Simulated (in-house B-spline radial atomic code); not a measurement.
Configurations of neutral cobalt, with energies counted from [Ar] 3d7 4s2. Computed with an all-electron radial atomic-structure program (B-spline basis): Dirac-Hartree-Fock, average of configuration, Fermi nucleus of rms radius 3.7875 fm. Energies include first-order Breit, QED and recoil terms.

Occupations are held fixed; configurations that lie above the ionisation limit could autoionise.

```csv
configuration,E - E(ref) (eV),highest orbital,its <r> (bohr)
[Ar] 3d7 4s1 5f1,6.5677,5f5/2,31.46
[Ar] 3d7 4s1 5g1,6.5681,5g9/2,27.5
[Ar] 3d6 4s2 6p1,11.646,6p3/2,21.31
[Ar] 3d6 4s2 6f1,12.195,6f7/2,47.94
[Ne] 3s2 3p5 3d7 4s2 5s1,73.907,5s1/2,8.275
[Ne] 3s2 3p5 3d7 4s2 6s1,75.236,6s1/2,16.85
[Ne] 3s2 3p5 3d7 4s2 7s1,75.739,7s1/2,28.41
[Ne] 3s2 3p5 3d7 4s2 8s1,75.985,8s1/2,42.96
```

Q: Order these further configurations by energy, lowest first.
A. [Ar] 3d7 4s1 7g1
B. [Ar] 3d6 4s2 5s1
C. [Ar] 3d7 4s1 6f1
D. [Ar] 3d6 4s2 8p1
E. [Ne] 3s2 3p5 3d7 4s2 7f1

A: C (6.7341 eV), A (6.8346 eV), B (10.026 eV), D (12.175 eV), E (76.183 eV).

Q: How far above the reference does [Ar] 3d6 4s2 4p1 lie?

A: 7.3377 eV; its least bound orbital is 4p3/2 with <r> = 3.693 bohr.

Q: How far above the reference does [Ar] 3d6 4s2 7s1 lie?

A: 11.852 eV; its least bound orbital is 7s1/2 with <r> = 28.45 bohr.

Q: How far above the reference does [Ar] 3d6 4s2 6g1 lie?

A: 12.195 eV; its least bound orbital is 6g9/2 with <r> = 44 bohr.
